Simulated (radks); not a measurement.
As VI, 28 electrons, occupied as [Ar] 3d10. All-electron calculation, non-relativistic Kohn-Sham, PBE, spin-unpolarised, spherical densities, point nucleus. Program: a radial shooting solver on a logarithmic mesh with Libxc functionals.

Radial electron density D(r) = 4 pi r^2 rho(r):

```
   r/bohr * D(r) (the largest magnitude, 47.2, reaches the edge; | marks zero)
 0.002935 |  *
 0.003336 |  *
 0.003791 |   *
 0.004343 |    *
 0.004936 |     *
  0.00561 |       *
 0.006428 |         *
 0.007306 |           *
  0.00837 |              *
 0.009513 |                *
  0.01081 |                    *
  0.01239 |                        *
  0.01408 |                           *
    0.016 |                               *
  0.01833 |                                   *
  0.02083 |                                       *
  0.02368 |                                          *
  0.02713 |                                            *
  0.03083 |                                              *
  0.03505 |                                              *
  0.04015 |                                            *
  0.04563 |                                          *
  0.05186 |                                        *
  0.05942 |                                      *
  0.06753 |                                     *
  0.07676 |                                      *
  0.08794 |                                         *
  0.09995 |                                             *
   0.1145 |                                                 *
   0.1301 |                                                     *
   0.1479 |                                                      *
   0.1695 |                                                    *
   0.1926 |                                               *
   0.2189 |                                        *
   0.2508 |                                 *
    0.285 |                             *
    0.324 |                            *
   0.3712 |                              *
   0.4218 |                                 *
   0.4794 |                                   *
   0.5493 |                                  *
   0.6243 |                              *
   0.7096 |                        *
   0.8129 |                 *
   0.9239 |           *
     1.05 |       *
    1.203 |   *
    1.367 | *
    1.567 |*
     1.78 *
    2.024 *
    2.318 *
    2.635 *
    2.995 *
    3.431 *
```

D(r) has 3 maxima, at r = 0.0329, 0.146, 0.499 bohr, and minima at 0.0686, 0.316 bohr, inside which lie 2.10, 11.07 electrons.
